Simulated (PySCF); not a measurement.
**Al 2p3/2 core levels and what the atom is bonded to**

Gas-phase molecules, one conformer each, relaxed by PBE0-D3(BJ)/def2-SVP with no frequency check. Core levels by delta-SCF with SCAN, pcX-2 on the ionised atom and pcseg-1 elsewhere, spin-free X2C (2p3/2 is the spin-free 2p value less a third of a first-order spin-orbit splitting); energies from the vacuum level.

```csv
structure (SMILES),Al bonded to,mean electronegativity of these (Pauling),Al 2p3/2 (eV)
C#[C][AlH-]1[AsH2+][AlH2-][AsH2+]1,2 As + 2 H,2.19,79.74
[Cl][AlH-]1[NH2+][AlH2-][NH2+][AlH2-][NH2+]1,2 N + 2 H,2.62,80.06
[OH][AlH-]1[OH+][Al-]([OH])([OH])[OH+]1,3 O + 1 H,3.13,80.74
[F][Al-]12[NH+]3[AlH-]4[NH+]5[AlH-]3[NH+]1[AlH-]5[NH+]42,1 F + 3 N,3.27,80.46
[F][Al-]1([F])[F+][Al-]([F])([PH2])[F+]1,3 F + 1 P,3.53,?
[F][AlH-]1[F+][Al-]([F])([F])[F+]1,3 F + 1 H,3.54,83.22
[OH][Al-]1([OH])[OH+][Al-]([OH])([F])[OH+]1,1 F + 3 O,3.57,81.46
```

Question: Fit a straight line to the complete rows and predict the core level of Al in [F][Al-]1([F])[F+][Al-]([F])([PH2])[F+]1, bonded to 3 F + 1 P.

Answer: E = 75.461 + 1.796·χ (6 points, rms 0.72 eV, correlation 0.778). At 3.53 this gives 81.80 eV; the calculation itself gave 82.75 eV, so the fit is off by 0.95. The points scatter widely, so the line says little.

For scale, for [F][Al-]1([F])[F+][Al-]([F])([PH2])[F+]1: hardware: 1 thread of Arm Neoverse V2 (aarch64), shared host; wall time 35 s, peak memory 0.62 GiB, launched as `OMP_NUM_THREADS=1 python cluster_run.py task.json out`.
